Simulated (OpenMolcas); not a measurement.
# Au I: from CASSCF to CASPT2

- Program: OpenMolcas
- Basis: ANO-RCC-VQZP [9s8p6d4f2g1h]
- Scalar Hamiltonian: DKH2, point nucleus
- Active space: 11 electrons in 11 orbitals (5d 6s 6d)
- State averaging: 2S+1 = 2 even, 6 roots
- Spin-orbit coupling: state interaction with AMFI integrals over the reference wave functions, term energies averaged over their components

Methods on the same reference wave functions:
A. CASSCF
B. SS-CASPT2, IPEA 0.25 Eh, imaginary shift 0.1 Eh (closed shells correlated: 5s 5p)

Energies in cm⁻¹ above 5d¹⁰ 6s ²S_1/2, the measured ground level; measured values from NIST Handbook of Basic Atomic Spectroscopic Data.

| Level | A | B | Measured |
| --- | --- | --- | --- |
| 5d¹⁰ 6s ²S_1/2 | 0.0 | 0.0 | 0.0 |
| 5d⁹ 6s² ²D_5/2 | 12490 | 9570 | 9161 |
| 5d⁹ 6s² ²D_3/2 | 25157 | 22240 | 21435 |

Deviations, from unrounded energies. A percentage is the sum of absolute deviations over the sum of measured energies, with the sign that they share, or ± where signs differ.

```json
{"Against measurement": "mean absolute deviation (cm-1)", "Levels": "2", "A": "3500", "B": "600"}
{"Against measurement": "other configurations (%)", "Levels": "2", "A": "+23.0", "B": "+3.9"}
```

B lies closest to measurement on these levels. The largest miss of B in the table is 5d⁹ 6s² ²D_3/2, by +800 cm-1. The ranking rests on the paired levels alone, and a cruder setting can come out closer through cancelling errors.

The lowest spin-free term lies below A's lowest term by 0.601 hartree in B.

Term energies are means over components that CASPT2 splits; among the terms shown or strongly mixed into the levels shown the widest spread is 240 cm-1 (5d⁹ 6s² ²D, B). Active for correlation alone: 6d; no level in the range computed is led by a configuration that fills it, so any true level of that kind is missing. Without dynamic correlation excited terms often stand tens of per cent too high (terms of higher spin than the ground term too low), and those without a measured partner can miss by more than the paired ones (holds for A). Measured partners are found by configuration, term and J. A level has none where our copy of the source lacks it or the pairing is in doubt (some pairs that miss far off the trend of their configuration count as doubtful), and it then counts in no deviation. Levels of configurations outside the active space are missing.
